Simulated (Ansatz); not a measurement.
**The dipole moment down a group: Al to In**

One atom is swapped for its congeners: CH7AlO `C[OH+][AlH3-]`; CH7GaO `C[OH+][GaH3-]`; CH7InO `C[OH+][InH3-]`. All are singlets with charge 0.

Shapes, held fixed at every level: PBE0-D4/def2-TZVP. Programs: Ansatz 0.2.0. Values in D.

| level | CH7AlO | CH7GaO | CH7InO |
| --- | --- | --- | --- |
| PBE-D4/def2-TZVPP | 4.95 | 4.12 | 3.77 |
| r2SCAN-D4/def2-TZVPP | 5.06 | 4.19 | 3.80 |
| B3LYP-D4/def2-TZVPP | 5.04 | 4.18 | 3.81 |
| wB97M-V/def2-TZVPP | 5.08 | 4.17 | 3.79 |

At wB97M-V/def2-TZVPP the dipole moment falls at every step, from 5.08 to 3.79 D. Every level shows the same order. For atoms past krypton def2 sets carry core potentials with scalar relativity. Relativity is left out for Ga unless named.
